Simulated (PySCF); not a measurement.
HOP. Atoms are numbered in the order given.

```xyz
3

P     -0.1129    -0.4713     0.0000
O      0.0549     1.0072     0.0000
H      1.2546    -0.9885     0.0000
```
Charge 0, spin multiplicity 1.

Geometry: TPSSh-D3(BJ)/def2-TZVPD.

These are TPSSh-D3(BJ)/def2-TZVPD (PySCF) values and carry that method's errors.

Frequencies are harmonic and unscaled.

Computed normal modes with their intensities:
```json
[
 {"mode": "1", "ν (cm⁻¹)": "1002", "IR (km/mol)": "24.5", "moving atoms (share of kinetic energy)": "H 88 %"},
 {"mode": "2", "ν (cm⁻¹)": "1213", "IR (km/mol)": "60.5", "moving atoms (share of kinetic energy)": "O 67 %, P 33 %"},
 {"mode": "3", "ν (cm⁻¹)": "2126", "IR (km/mol)": "259.2", "moving atoms (share of kinetic energy)": "H 97 %"}
]
```
